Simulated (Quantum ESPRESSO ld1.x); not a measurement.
Question: Os45+, configuration [Ar] 3d10 4s2 4p1 (the NIST ground configuration). Method: scalar-relativistic Kohn-Sham, relativistic LDA (MacDonald-Vosko exchange, VWN5 correlation), spin-unpolarised, spherical densities, point nucleus; computed with ld1.x of Quantum ESPRESSO 7.5. Some entries of the table are withheld. Estimate them.

orbital,occ.,eigenvalue (eV),<r^2> (bohr^2),<r> (bohr)
1s,2,(1),0.0004369,0.01781
2s,2,-15029.3,0.006666,0.07505
2p,6,(2),0.005536,0.06732
3s,2,-5108.82,(3),0.1913
3p,6,(4),0.04211,0.1908
3d,10,-4105.95,0.03428,0.1716
4s,2,-2475.32,0.1623,0.3800
4p,1,-2291.98,0.1714,0.3893

Answer: 
(1) 1s eigenvalue (eV): -75641.1
(2) 2p eigenvalue (eV): -13399.3
(3) 3s <r^2> (bohr^2): 0.04177
(4) 3p eigenvalue (eV): -4626.72
